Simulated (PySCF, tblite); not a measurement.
Isomers of C5H10Cl2O2Si, one GFN2-xTB conformer each. Single-point energies are computed at PBE0/pcSseg-1 (PySCF, gas phase, no added dispersion term), electronic only.

| SMILES | GFN2-xTB relative energy (kJ/mol) |
| --- | --- |
| CC[C@]1(C(Cl)Cl)CO[SiH2]O1 | 0.0 |
| COC(=O)CC[SiH2]C(Cl)Cl | 284.2 |

Conformers: `[CH3:1][CH2:2][C@:3]1([CH:4]([Cl:5])[Cl:6])[CH2:7][O:8][SiH2:9][O:10]1` with C1–C2–C3–C4 -61°, C2–C3–C4–Cl5 -61°, C2–C3–C7–O8 -102°, C3–C7–O8–Si9 -15°, C7–O8–Si9–O10 8°, O8–Si9–O10–C3 3°; `[CH3:1][O:2][C:3](=[O:4])[CH2:5][CH2:6][SiH2:7][CH:8]([Cl:9])[Cl:10]` with C1–O2–C3–O4 -1°, O2–C3–C5–C6 154°, C3–C5–C6–Si7 39°, C5–C6–Si7–C8 153°, C6–Si7–C8–Cl9 58°.

**Question.** What does PBE0/pcSseg-1 give for the same structures?

**Answer.** 
```json
{"SMILES": "CC[C@]1(C(Cl)Cl)CO[SiH2]O1", "PBE0/pcSseg-1 E (Eh)": "-1556.04449", "PBE0/pcSseg-1 (kJ/mol)": "0.0", "GFN2-xTB (kJ/mol)": "0.0", "point group": "C1"}
{"SMILES": "COC(=O)CC[SiH2]C(Cl)Cl", "PBE0/pcSseg-1 E (Eh)": "-1556.00037", "PBE0/pcSseg-1 (kJ/mol)": "115.8", "GFN2-xTB (kJ/mol)": "284.2", "point group": "C1"}
```

Both levels put the same isomer lowest. As drawn, the lower has an Si–O bond, which the higher lacks; the higher has a C=O bond, a C(=O)–O unit and an Si–C bond, which the lower lacks.

**Question.** Which frontier levels, dipoles and rotational constants go with these structures?

**Answer.** 
```csv
SMILES,"HOMO (eV, PBE0/pcSseg-1)",LUMO (eV),dipole (D),"A, B, C (MHz)"
CC[C@]1(C(Cl)Cl)CO[SiH2]O1,-8.14,0.11,1.85,"1122, 735.0, 579.5"
COC(=O)CC[SiH2]C(Cl)Cl,-7.33,-0.42,5.40,"1932, 348.5, 333.8"
```

**Question.** What happens when harmonic zero-point energies from GFN2-xTB frequencies are added?

**Answer.** 
| SMILES | ZPE (kJ/mol) | electronic (kJ/mol) | with ZPE (kJ/mol) |
| --- | --- | --- | --- |
| CC[C@]1(C(Cl)Cl)CO[SiH2]O1 | 380.1 | 0.0 | 0.0 |
| COC(=O)CC[SiH2]C(Cl)Cl | 371.3 | 115.8 | 107.0 |

The zero-point energies span 8.8 kJ/mol. The order is unchanged.
